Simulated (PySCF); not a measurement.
**Sn: ionisation energy**

Sn [Kr] 4d10 5s2 5p2 [5p1/2^2, M_J = 0] → Sn⁺ [Kr] 4d10 5s2 5p1 [5p1/2^1, M_J = 1/2], as a difference of total energies. All numbers are calculated (PySCF 2.14, the two-component X2C-1e Hamiltonian, in x2c-SVPall-2c (6s8p4d, 50 functions)). Correlated levels: [Ar] 3d10 frozen; the 6 highest virtual spinors dropped. "Screened" scales the spin-orbit matrix elements by Boettger's factors to mimic the two-electron term; Breit and QED terms are absent.

| method | ionisation energy (eV) | error (eV) |
| --- | --- | --- |
| GHF (spin-free) | 6.777 | -0.567 |
| GMP2 (spin-free) | 7.127 | -0.217 |
| GHF (screened spin-orbit) | 6.631 | -0.713 |
| GMP2 (screened spin-orbit) | 6.982 | -0.362 |

Reference: 7.344 eV (measured; NIST Atomic Spectra Database, ionization energies).

The spin-free rows relax to the high-spin LS determinant and lack the spin-orbit shift.

Errors of the correlated levels include the incompleteness of this basis and the frozen core.

The labels give the starting determinants; with spin-orbit coupling the two ends relaxed to ⟨J²⟩ = 1.38, ⟨L²⟩ = 2.00, ⟨S²⟩ = 1.96 and ⟨J²⟩ = 0.78, ⟨L²⟩ = 2.05, ⟨S²⟩ = 0.78.

The determinant of Sn mixes levels of different J (the jj label is only the starting occupation), so the difference between spin-free and spin-orbit rows is not the physical spin-orbit shift.
